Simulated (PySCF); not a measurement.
Si(H)2(OH)(SMe) (CH₆OSSi), SMILES CS[SiH2]O.

Coordinates come from a ωB97X-D3(BJ)/def2-SVP optimisation. This is a generated structure with no PubChem entry under its InChIKey; it may be hypothetical. Other conformers were not sampled.

These are PBE/def2-TZVP (PySCF) values and carry that method's errors.

Isolated molecule, no solvent.

### Question
Estimate the frontier levels, gap, dipole moment and polarisability. (An estimate is asked for; the answer gives what the named calculation found.)

### Answer

```yaml
highest_occupied_level: -5.80 eV
lowest_empty_level: -1.05 eV
orbital_gap: 4.76 eV
dipole_moment: 1.97 D
quadrupole, principal values (traceless, Buckingham form, about the centre of nuclear charge): -4.23, -1.52, 5.74 D·Å
mean_static_polarisability: 62.6 bohr³ (9.28 Å³)
polarisability_principal_values: 51.8, 59.3, 76.6 bohr³
```
